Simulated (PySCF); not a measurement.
## How methods differ on the ionisation energy of P⁺

P⁺ [Ne] 3s2 3p2 (3P) → P²⁺ [Ne] 3s2 3p1 (2P), as a difference of total energies. Computed with PySCF 2.14 in pcseg-2, with the non-relativistic Hamiltonian (point nucleus). Correlated levels: valence: [Ne] frozen. The calculations carry no spin-orbit coupling.

```tsv
method	ionisation energy (eV)
UHF	19.151
TPSS	19.830
M06-2X	19.591
MP2 (valence)	19.548
SCS-MP2 (valence)	19.465
CCSD (valence)	19.571
CCSD(T) (valence)	19.598
```

Task: How much does correlation contribute at CCSD(T) (valence)?

Result: 19.598 − (19.151) = 0.447 eV, measured against UHF.

The reference lies between the lowest fine-structure levels, while these numbers refer to the centres of the terms.

Errors of the correlated levels include the incompleteness of this basis and the frozen core.

For comparison: 19.769 eV (semi-empirical (NIST evaluation); NIST Atomic Spectra Database, ionization energies).
